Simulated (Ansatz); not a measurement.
Job for Ansatz (an electronic-structure program): R-RI-MP2/cc-pVQZ on CH5GeNO (SMILES C[O][Ge][NH2]). Files ending in .json are basis or fitting sets from the Basis Set Exchange. The run froze 17 orbitals, filled d shells among them.

Ansatz 0.2 input:
```yaml
crystal:
  periodic: [false, false, false]
  atoms:
    - {symbol: C, position_ang: [-1.33112560, 0.05177276, -0.32130154]}
    - {symbol: O, position_ang: [-0.75503777, -0.34601838, 0.90460431]}
    - {symbol: Ge, position_ang: [1.00528390, -0.49680671, 1.27394201]}
    - {symbol: N, position_ang: [1.70219283, 0.00490658, -0.35631211]}
    - {symbol: H, position_ang: [-1.02879572, 1.06727586, -0.60279646]}
    - {symbol: H, position_ang: [-1.06149563, -0.62842410, -1.13764512]}
    - {symbol: H, position_ang: [-2.41763243, 0.03873598, -0.21365619]}
    - {symbol: H, position_ang: [2.69919576, 0.03371510, -0.50748962]}
    - {symbol: H, position_ang: [1.18741467, 0.27484289, -1.18126951]}
basis:
  gaussian:
    orbitals: cc-pVQZ
    fitting: {mean_field: def2-universal-JKFIT, correlation: cc-pVQZ-RIFIT.json}
magnetization: {spin_polarized: false}
correlation: {method: mp2, electrons: outside_noble_gas}
scf: {lower_state_search: off}
```

Program output:

```
WARN ansatz: RAYON_NUM_THREADS=1 ignored (pool sized by the plan → 1); use --threads N
Functional definition: HF
these checks for a lower state are left out or cut short: stability, starts, cluster_reference, orbital_swaps, neighbouring_geometries, increment
integrals: 0.65 GiB planned
585 factors; integrals over basis functions are off by at most 3.9e0 eV
mean field: 0.98 GiB planned
mean field evaluation 1: about -61101.1064 eV, gradient 4.8e1 eV
mean field evaluation 2: about -61104.0048 eV, gradient 3.4e1 eV
mean field evaluation 4: about -61106.0435 eV, gradient 1.5e0 eV
mean field evaluation 8: about -61106.0511 eV, gradient 9.7e-7 eV
mean field -61106.05112901 eV, -2245.6059598219 hartree, gradient 9.7e-7 eV, S^2 0.000000; 0 other end points of the search recorded, 0 dependent functions left out
17 core orbitals not correlated
897 factors; their error is unknown
reference -61106.05112901 eV, -2245.6059598219 hartree; 12, 12 occupied and 354, 354 virtual orbitals, 897 factors
second order -21.32409974 eV of doubles, -0.00000000 eV of singles
Total energy: -61127.37522874 eV, -2246.3896060331 hartree
Checks for a lower state left out: stability, starts, cluster_reference, orbital_swaps, neighbouring_geometries, increment
```

Self-consistency was reached.

Cost: very roughly 9 core-seconds.
